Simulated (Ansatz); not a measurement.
Reaction (ligand exchange at the Si–Br bond): `O[Si](F)(F)Br` + `O[SiH](O)O` → `O[SiH](O)O[Si](O)(F)F` + HBr

Calculated with Ansatz (gas phase, PBE0-D4/def2-TZVP geometries, no zero-point term in ΔE). CCSD(T)/CBS adds triple-zeta CCSD(T) − MP2 to the extrapolated MP2 energy (def2 sets, frozen cores). DFT in def2-TZVPP. For Br outer-core shells are correlated without core-valence functions, which leaves a few kJ/mol of doubt a bond. Scalar relativity is left out up to krypton. Each species was taken in one conformer, which may not be the lowest.

`O[Si](F)(F)Br`:

```xyz
6

O    -0.504   -1.200    0.037
Si    0.098    0.289   -0.065
F    -0.514    1.235    1.038
F     1.657    0.298    0.179
Br   -0.343    1.077   -2.038
H    -0.394   -1.699    0.849
```

`O[SiH](O)O`:

Z-matrix (Å, degrees):
```
Si
O 1 1.641
O 1 1.633 2 105.0
O 1 1.630 2 114.4 3 -119.5
H 1 1.476 2 110.6 3 122.9
H 2 0.958 1 117.9 3 -173.6
H 3 0.958 1 116.6 2 25.4
H 4 0.959 1 117.6 2 72.3
```

`O[SiH](O)O[Si](O)(F)F`:

Z-matrix (Å, degrees):
```
Si
O 1 1.630
O 1 1.651 2 107.9
O 1 1.622 2 110.0 3 -121.4
H 1 1.469 2 113.9 3 119.5
H 2 0.962 1 116.7 3 -22.0
Si 3 1.592 1 141.1 2 11.7
H 4 0.959 1 118.4 2 41.2
F 7 1.576 3 111.2 1 125.2
O 7 1.626 3 107.7 1 3.9
F 7 1.577 3 111.2 1 -117.3
H 10 0.958 7 119.9 3 178.8
```

HBr:

Cartesian coordinates in Å:
```
Br 0.133 0.665 0.210
H -0.133 -0.665 -0.210
```

Question: Is it downhill or uphill in electronic energy at CCSD(T)/CBS, and by how much? (Best estimate.)

Answer: Ansatz gave: Downhill: ΔE = -12.6 kcal/mol.

Question: What do these levels give: PBE0-D4, SCS-MP2/def2-TZVPP, MP2/def2-QZVPP, HF/CBS(def2), MP2/CBS(def2), CCSD/CBS(def2)? (Estimate.)

Answer: Computed: PBE0-D4 -11.2, SCS-MP2/def2-TZVPP -13.2, MP2/def2-QZVPP -11.8, HF/CBS(def2) -15.8, MP2/CBS(def2) -11.0, CCSD/CBS(def2) -13.0 kcal/mol.

Largest T1 diagnostic among the species: 0.012.

In def2-TZVPP, CCSD(T) changes the Hartree–Fock value by +1.3 kcal/mol (the triples alone add +0.4 kcal/mol) and MP2 by +2.9 kcal/mol. The D4 term adds −1.5 kcal/mol with B3LYP and −1.0 kcal/mol with PBE0; it sums over pairs of atoms, weighted by their polarisabilities, and B3LYP, whose exchange is more repulsive, gets the larger term.

B3LYP here is the variant with VWN-RPA as its local correlation; programs differ in this.
